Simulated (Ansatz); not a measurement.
`[NH2][Zr]([NH2])([F])[I]` + `[F][GaH][I]` → `[NH2][Zr]([NH2])([F])[F]` + `[I][GaH][I]`  (redistribution)

Calculated with Ansatz (gas phase, PBE0-D4/def2-TZVP geometries, no zero-point term in ΔE). CCSD(T)/CBS is the MP2 limit (def2-TZVPP, def2-QZVPP) plus CCSD(T) − MP2 in def2-TZVPP, frozen cores. DFT in def2-TZVPP. def2 core potentials past Kr. For Ga, I, Zr outer-core shells are correlated without core-valence functions, which leaves a few kJ/mol of doubt a bond. Scalar relativity is left out up to krypton. One conformer a species, not always the lowest.

```
             level  ΔE (kJ/mol)
            revPBE        -67.3
              PBE0        -65.3
RPA@PBE/def2-TZVPP        -54.3
     MP2/CBS(def2)        -59.1
```

Q: What does CCSD(T)/CBS give? (Best estimate.)

A: The calculation gave: -62.0 kJ/mol. The listed levels differ from it by -5.3, -3.3, 7.7, 2.9 kJ/mol.

Largest T1 diagnostic among the species: 0.017.

From BLYP to BHLYP (50 % exact exchange), in def2-TZVPP and without D4, ΔE moves by +3.3 kJ/mol. In def2-TZVPP, CCSD(T) changes the Hartree–Fock value by +3.4 kJ/mol (the triples alone add +2.3 kJ/mol) and MP2 by +6.4 kJ/mol. Leaving LDA and LC-ωPBE aside and taking each functional with its dispersion term where it has one, the values, not all of them listed here, spread over 8.9 kJ/mol, from revPBE-D4 to PBE-QIDH.
